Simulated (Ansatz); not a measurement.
Born–Oppenheimer molecular dynamics of F₅HOW (8 atoms, charge 0, multiplicity 1). It starts from a relaxed structure.

Method: RHF/def2-SVP in Ansatz 0.2.0.

```
ensemble        : NVT, Langevin thermostat
time step       : 0.5 fs
steps asked     : 93
set temperature : 1000 K
friction        : 0.01 /fs
seed            : 164923
```

Frames 0.5 fs apart, positions in Å, forces in eV/Å.

Velocities at 15 fs (Å/ps):

```
W -1.20 -0.49 -0.83
F 0.13 5.82 4.59
F -6.95 -6.17 8.57
F 3.02 -1.43 -6.31
F 5.33 -6.83 2.05
F 7.00 4.39 -6.44
O -0.30 5.83 3.07
H -12.01 56.14 13.06
```

```xyz
8
Properties=species:S:1:pos:R:3:forces:R:3 time_fs=15 energy_less_start_eV=0.289 T=664
W 0.040 0.064 0.004 -1.28 0.08 -0.95
F -0.078 -0.097 1.844 -0.06 0.31 -0.66
F 1.839 -0.056 0.221 0.46 0.52 0.10
F 0.050 1.895 0.202 0.01 -0.25 0.21
F -1.848 -0.012 -0.001 1.85 0.04 -0.18
F 0.153 -1.740 -0.175 -0.55 -0.39 -0.21
O 0.198 0.361 -1.828 -0.34 -2.34 3.92
H 0.160 0.988 -2.480 -0.08 2.02 -2.23
8
Properties=species:S:1:pos:R:3:forces:R:3 time_fs=15.5 energy_less_start_eV=0.247 T=773
W 0.039 0.064 0.004 -1.27 0.09 -0.81
F -0.078 -0.093 1.847 -0.07 0.31 -0.71
F 1.836 -0.059 0.225 0.58 0.53 0.10
F 0.051 1.894 0.199 0.00 -0.18 0.22
F -1.845 -0.015 0.000 1.75 0.04 -0.18
F 0.157 -1.737 -0.178 -0.57 -0.48 -0.22
O 0.198 0.364 -1.826 -0.39 -1.36 2.76
H 0.153 1.018 -2.477 -0.03 1.05 -1.17
8
Properties=species:S:1:pos:R:3:forces:R:3 time_fs=16 energy_less_start_eV=0.228 T=873
W 0.038 0.063 0.003 -1.24 0.10 -0.66
F -0.078 -0.089 1.850 -0.08 0.31 -0.76
F 1.832 -0.063 0.230 0.69 0.54 0.11
F 0.052 1.893 0.196 0.00 -0.10 0.24
F -1.842 -0.018 0.001 1.62 0.04 -0.18
F 0.161 -1.735 -0.181 -0.58 -0.58 -0.23
O 0.198 0.366 -1.823 -0.46 -0.25 1.54
H 0.145 1.051 -2.477 0.05 -0.06 -0.05
8
Properties=species:S:1:pos:R:3:forces:R:3 time_fs=16.5 energy_less_start_eV=0.245 T=814
W 0.038 0.063 0.003 -1.21 0.10 -0.49
F -0.078 -0.085 1.853 -0.09 0.31 -0.83
F 1.828 -0.067 0.234 0.81 0.55 0.12
F 0.053 1.891 0.192 -0.01 -0.01 0.25
F -1.839 -0.021 0.002 1.49 0.03 -0.18
F 0.164 -1.732 -0.185 -0.60 -0.69 -0.24
O 0.198 0.368 -1.820 -0.54 0.72 0.53
H 0.137 1.083 -2.477 0.13 -1.01 0.83
8
Properties=species:S:1:pos:R:3:forces:R:3 time_fs=17 energy_less_start_eV=0.285 T=723
W 0.037 0.063 0.002 -1.18 0.11 -0.32
F -0.079 -0.081 1.857 -0.10 0.31 -0.90
F 1.824 -0.070 0.239 0.93 0.56 0.13
F 0.054 1.890 0.190 -0.01 0.07 0.27
F -1.835 -0.024 0.003 1.36 0.03 -0.18
F 0.167 -1.730 -0.189 -0.61 -0.79 -0.25
O 0.198 0.371 -1.817 -0.60 1.45 -0.20
H 0.130 1.111 -2.475 0.21 -1.74 1.46
8
Properties=species:S:1:pos:R:3:forces:R:3 time_fs=17.5 energy_less_start_eV=0.328 T=732
W 0.036 0.063 0.002 -1.12 0.13 -0.15
F -0.079 -0.077 1.861 -0.11 0.30 -0.97
F 1.821 -0.074 0.244 1.02 0.57 0.13
F 0.055 1.889 0.186 -0.01 0.15 0.28
F -1.832 -0.027 0.004 1.23 0.02 -0.18
F 0.170 -1.728 -0.193 -0.63 -0.90 -0.27
O 0.198 0.374 -1.815 -0.66 1.94 -0.69
H 0.122 1.134 -2.472 0.27 -2.23 1.85
8
Properties=species:S:1:pos:R:3:forces:R:3 time_fs=18 energy_less_start_eV=0.359 T=706
W 0.036 0.062 0.001 -1.06 0.16 0.00
F -0.079 -0.072 1.864 -0.12 0.30 -1.04
F 1.818 -0.077 0.249 1.12 0.58 0.13
F 0.056 1.887 0.183 -0.02 0.23 0.30
F -1.828 -0.030 0.005 1.09 0.02 -0.17
F 0.171 -1.726 -0.196 -0.64 -0.99 -0.28
O 0.198 0.378 -1.812 -0.71 2.21 -0.96
H 0.113 1.152 -2.465 0.33 -2.50 2.03
8
Properties=species:S:1:pos:R:3:forces:R:3 time_fs=18.5 energy_less_start_eV=0.370 T=666
W 0.035 0.062 0.001 -0.97 0.16 0.14
F -0.078 -0.068 1.867 -0.13 0.29 -1.10
F 1.815 -0.081 0.254 1.19 0.59 0.13
F 0.057 1.885 0.180 -0.02 0.32 0.32
F -1.824 -0.033 0.006 0.94 0.01 -0.17
F 0.173 -1.724 -0.200 -0.64 -1.07 -0.29
O 0.198 0.382 -1.811 -0.73 2.27 -1.04
H 0.105 1.164 -2.454 0.37 -2.56 2.02
8
Properties=species:S:1:pos:R:3:forces:R:3 time_fs=19 energy_less_start_eV=0.357 T=754
W 0.035 0.062 0.000 -0.86 0.16 0.29
F -0.078 -0.063 1.869 -0.15 0.28 -1.17
F 1.812 -0.085 0.260 1.25 0.59 0.12
F 0.057 1.884 0.177 -0.03 0.39 0.33
F -1.820 -0.037 0.006 0.80 0.01 -0.17
F 0.175 -1.723 -0.204 -0.65 -1.14 -0.31
O 0.198 0.386 -1.809 -0.74 2.09 -0.93
H 0.096 1.169 -2.440 0.38 -2.39 1.83
8
Properties=species:S:1:pos:R:3:forces:R:3 time_fs=19.5 energy_less_start_eV=0.325 T=783
W 0.034 0.061 -0.001 -0.74 0.15 0.44
F -0.077 -0.058 1.872 -0.17 0.27 -1.22
F 1.809 -0.088 0.264 1.30 0.60 0.11
F 0.058 1.882 0.175 -0.03 0.47 0.35
F -1.815 -0.040 0.006 0.65 0.00 -0.17
F 0.177 -1.721 -0.208 -0.66 -1.20 -0.32
O 0.198 0.391 -1.808 -0.71 1.63 -0.59
H 0.086 1.168 -2.421 0.36 -1.93 1.41
8
Properties=species:S:1:pos:R:3:forces:R:3 time_fs=20 energy_less_start_eV=0.295 T=845
W 0.033 0.061 -0.001 -0.61 0.13 0.59
F -0.077 -0.053 1.874 -0.19 0.26 -1.28
F 1.807 -0.092 0.270 1.34 0.61 0.10
F 0.058 1.880 0.172 -0.03 0.56 0.36
F -1.811 -0.044 0.005 0.50 -0.01 -0.16
F 0.179 -1.720 -0.212 -0.67 -1.26 -0.34
O 0.198 0.396 -1.806 -0.63 0.90 -0.07
H 0.076 1.163 -2.397 0.28 -1.19 0.79
8
Properties=species:S:1:pos:R:3:forces:R:3 time_fs=20.5 energy_less_start_eV=0.285 T=845
W 0.033 0.061 -0.002 -0.47 0.08 0.76
F -0.076 -0.047 1.876 -0.21 0.25 -1.33
F 1.805 -0.095 0.275 1.38 0.61 0.09
F 0.059 1.878 0.169 -0.04 0.64 0.37
F -1.807 -0.047 0.004 0.35 -0.02 -0.15
F 0.181 -1.719 -0.217 -0.68 -1.29 -0.35
O 0.198 0.401 -1.804 -0.47 -0.09 0.62
H 0.068 1.155 -2.371 0.14 -0.19 -0.01
```

Of the whole run (46 fs, mean temperature of the second half 816 K): The mean temperature of the second half is 18 % below the set value. A run of 0.046 ps of so small a system gives no equilibrium averages.

The run took 8.4 min on 2 threads of AMD EPYC 7571 (shared host), peak memory 0.3 GiB.
